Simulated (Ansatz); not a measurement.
C2H3O (SMILES [CH-]1CO1), charge -1, singlet, at a GFN2-xTB geometry (a gas-phase anion, which may not be bound at this level); PBE0/6-31G** (Ansatz, a first-principles code).

Ansatz was given this input:
Ansatz 0.2 input:
```yaml
crystal:
  periodic: [false, false, false]
  atoms:
    - {symbol: C, position_ang: [0.12758253, 0.83909514, -0.40587053]}
    - {symbol: O, position_ang: [0.01305692, -0.00449006, 0.83668314]}
    - {symbol: C, position_ang: [0.01266963, -0.63253186, -0.40519283]}
    - {symbol: H, position_ang: [-0.93552180, 1.24899715, -0.58229583]}
    - {symbol: H, position_ang: [-0.91341079, -1.19766682, -0.63989719]}
    - {symbol: H, position_ang: [0.90296421, -1.25478943, -0.60489199]}
basis:
  gaussian:
    orbitals: 6-31G__.json
hamiltonian:
  xc: pbe0
total_charge: -1
accuracy: high
```
The basis file holds 6-31G** in the JSON format of the Basis Set Exchange.

Task: Predict the main parts of the log of this Ansatz run.

Result: 
```
Functional definition: PBE0
1371 factors; integrals over basis functions are off by at most 3.0e-9 eV
mean field evaluation 1: about -4160.1272 eV, gradient 2.3e1 eV
mean field evaluation 2: about -4159.3324 eV, gradient 3.2e1 eV
mean field evaluation 4: about -4161.3319 eV, gradient 1.7e0 eV
mean field evaluation 8: about -4161.3357 eV, gradient 3.0e-2 eV
mean field evaluation 16: about -4161.3357 eV, gradient 3.9e-6 eV
mean field -4161.33566147 eV, -152.9262649045 hartree, gradient 3.4e-8 eV, S^2 0.000000; 0 other end points of the search recorded, 0 dependent functions left out
reference -4161.33566301 eV, -152.9262649611 hartree; 12, 12 occupied and 48, 48 virtual orbitals, 1371 factors
Total energy: -4161.33566301 eV, -152.9262649611 hartree
```
